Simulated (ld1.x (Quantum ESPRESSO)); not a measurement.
# silver: one change to a TM potential, before and after

ld1.x (Quantum ESPRESSO) 7.5 input, shortened:

```
&input
   title='Ag', zed=47., rel=1, dft='BLYP', iswitch=3,
   config='[Kr] 4d10 5s1 5p0'
 /
 &inputp
   pseudotype=2, tm=.true., lloc=2,
   nlcc=.true., rcore=1.35
 /
3
5S  1  0   1.00   0.00  1.95  1.95  0.0
5P  2  1   0.00   0.00  3.75  3.75  0.0
4D  3  2  10.00   0.00  1.65  1.65  0.0
 &test
   configts(1)='4d10 5s1 5p0'
 /
```

Change: fully relativistic.

Cutoffs: the cutoffs (Ry, on a coarse ladder) from which the occupation-weighted sum of valence levels, in a spherical-Bessel basis at the reference potential, stays within 10 and 1 mRy of its value at 400 Ry; they do not see the model core or the augmentation charge, which bear on the density cutoff. Errors are all-electron minus pseudo energies relative to the spin-unpolarised reference configuration.

Question: What does the change do?

Answer: The potential gets neither clearly harder nor softer (70 Ry and 100 Ry → 70 Ry and 100 Ry); both files keep a bound ghost (p, s); the miss of the reference levels goes from 0.00 to 0.34 eV; of the 6 tests that both files solve, the error grows in 0 and shrinks in 1 by more than 15 % and 0.3 meV (median size 25.8 → 23.3 meV). In the changed file the local d channel has no projectors, so it cannot carry the spin–orbit splitting, and the file is wrong for that shell.

```tsv
quantity	base	changed
cutoff, loose	70 Ry	70 Ry
cutoff, tight	100 Ry	100 Ry
bound ghosts	s, p	s, p3/2, p1/2
largest miss of a reference level, eV	0.00	0.34
tests counted (converged, no solver errors)	6 of 7	6 of 7
error for 4d10 5s0 5p0, meV [ΔE 7.87 eV]	-9.7	-8.4
error for 4d9 5s0 5p0, meV [ΔE 29.91 eV]	-42	-38
error for 4d8 5s0 5p0, meV [ΔE 66.00 eV]	-266	-258
error for 4d10 5s0.5 5p0, meV [ΔE 3.06 eV]	-2.2	-1.7
error for 4d7 5s0 5p0, meV [ΔE 117.57 eV]	-830	-815
error for 4d10 5s0 5p1, meV [ΔE 3.90 eV]	-0.4	+0.2
s: phases at 4.03 bohr within 0.05 rad from the reference energy up to (Ry; the scan ends near 5)	1.0	1.0
```

Base: Tests not counted: 4d9 5s1 5p1 (solver errors, printed error -2.3 eV). Changed file: Tests not counted: 4d9 5s1 5p1 (solver errors, printed error -970 eV). A true bound ghost makes a file unfit for plane-wave use even where its test errors are small: the radial tests pick states by their node count and pass the ghost by. Where a test does run into it, the solver fails or the error is huge.
